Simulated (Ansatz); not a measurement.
`[Cl][GeH2][Br]`. Total charge 0; spin multiplicity 1.

Cartesian coordinates in Å:
```
Cl -1.943 -0.188 0.643
Ge 0.131 -0.030 0.136
Br 0.306 0.505 -2.087
H 0.731 1.113 0.955
H 0.775 -1.400 0.353
```

(1) What are the harmonic wavenumbers in cm⁻¹ at PBE0-D4/def2-TZVP (Ansatz, finite differences of forces, unscaled)? (Best estimate.)

(2) Is this a minimum?

(3) Give the ideal-gas thermochemistry at 298.15 K and 1 bar (rigid rotor, harmonic oscillator; point group Cs, symmetry number 1).

(4) And at 400, 500, 600, 800 and 1000 K?

Answers

(1) Computed: 124, 314, 433, 501, 638, 766, 849, 2189, 2204.

(2) Yes, all 9 modes are real.

(3) Zero-point energy 48.0 kJ/mol; H(298) − E = 62.8 kJ/mol; entropy 318.3 J/(mol·K), of which translation 174.3, rotation 116.1, vibration 27.9; G(298) − E = -32.1 kJ/mol.

(4) 
```
T (K)  H − E (kJ/mol)  S (J/mol/K)  G − E (kJ/mol)
  400            70.3        339.7           -65.6
  500            78.2        357.4          -100.5
  600            86.6        372.7          -137.0
  800           104.4        398.3          -214.2
 1000           123.3        419.3          -296.0
```
